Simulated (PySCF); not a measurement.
**Radial density of F²⁺ (fluorine, charge +2)**

M06-L, [He] 2s2 2p3, high-spin 4S determinant. Computed with PySCF 2.14 in def2-TZVP (5s3p2d1f, 31 functions), with no relativity, point nucleus.

| r (bohr) | 4πr²ρ (e/bohr) | 4πr²(ρα − ρβ) |
| --- | --- | --- |
| 0.00240 | 0.03147 | 0.0000 |
| 0.00404 | 0.08671 | 0.0001 |
| 0.00680 | 0.2329 | 0.0003 |
| 0.0114 | 0.6068 | 0.0007 |
| 0.0192 | 1.491 | 0.0020 |
| 0.0324 | 3.338 | 0.0055 |
| 0.0545 | 6.365 | 0.0180 |
| 0.0916 | 9.335 | 0.0729 |
| 0.154 | 8.954 | 0.3020 |
| 0.259 | 5.012 | 1.0781 |
| 0.436 | 4.136 | 2.5737 |
| 0.733 | 5.407 | 3.1514 |
| 1.23 | 2.566 | 1.3918 |
| 2.07 | 0.2378 | 0.1355 |
| 3.49 | 0.001514 | 0.0009 |
